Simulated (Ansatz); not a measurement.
FH2InS2, SMILES `[F][In]([SH])[SH]`, one more setting.

```yaml
crystal:
  periodic: [false, false, false]
  atoms:
    - {symbol: F, position_ang: [-0.767913, -2.087525, 0.493625]}
    - {symbol: In, position_ang: [-0.263248, -0.258075, 0.062147]}
    - {symbol: S, position_ang: [2.069813, 0.081278, -0.034017]}
    - {symbol: S, position_ang: [-2.073128, 1.215183, -0.265040]}
    - {symbol: H, position_ang: [2.300076, -1.210384, 0.263211]}
    - {symbol: H, position_ang: [-1.265589, 2.259523, -0.519936]}
basis:
  gaussian: {orbitals: def2-TZVPD, fitting: {mean_field: def2-universal-jkfit}}
total_charge: 1
magnetization: {spin_polarized: false, initial_magnetization: 1}
hamiltonian: {xc: {name: PBE}}
```

```sh
$ ansatz run in.yaml --threads 4 --pin off --events-out ev --progress --plain --max-ram 10444MiB
```

It prints (some lines left out):

```
Functional definition: PBE
587 factors; integrals over basis functions are off by at most 1.6e0 eV
mean field evaluation 1: about -29565.7982 eV, gradient 8.6e1 eV
mean field evaluation 2: about -29565.7970 eV, gradient 8.6e1 eV
mean field evaluation 4: about -29561.7166 eV, gradient 8.0e1 eV
mean field evaluation 8: about -29574.5301 eV, gradient 2.4e1 eV
mean field evaluation 16: about -29577.6402 eV, gradient 2.7e-2 eV
mean field -29577.64025512 eV, -1086.9582309309 hartree, gradient 7.3e-6 eV, S^2 0.750000; 9 other end points of the search recorded, 0 dependent functions left out
reference -29577.64031117 eV, -1086.9582329908 hartree; 32, 31 occupied and 174, 175 virtual orbitals, 587 factors
Total energy: -29577.64031117 eV, -1086.9582329908 hartree
```

Run time 12 s (4 threads of an Arm Neoverse V2 on a shared host); peak host memory 0.4 GiB.
